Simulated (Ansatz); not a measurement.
ZnBr2. The state is a singlet with charge 0. Geometry PBE0-D4/def2-TZVP, basis def2-TZVP, Ansatz.

```xyz
3

Zn   -0.002   -0.002   -0.002
Br   -1.844    1.021    0.711
Br    1.846   -1.019   -0.709
```

| run | HOMO (eV) | LUMO (eV) |
| --- | --- | --- |
| A | -7.31 | -2.67 |
| B | -9.89 | -0.89 |
| C | -8.58 | -1.78 |
| D | -11.29 | 0.39 |
| E | -9.67 | -0.97 |
| F | -7.64 | -2.39 |

LC-ωPBE has ω = 0.4 bohr⁻¹.

The runs used BHLYP, CAM-B3LYP, LC-ωPBE, PBE, PBE0, r2SCAN. Estimate which is which.

A PBE (0 % exact exchange); B CAM-B3LYP (range-separated); C PBE0 (25 % exact exchange); D LC-ωPBE (range-separated); E BHLYP (50 % exact exchange); F r2SCAN (0 % exact exchange). Exact exchange lowers occupied and raises empty levels; among semilocal functionals meta-GGAs tend to open the gap a little, and such runs are hard to tell apart. The gap grows from 4.65 eV (PBE) to 11.67 eV (LC-ωPBE).
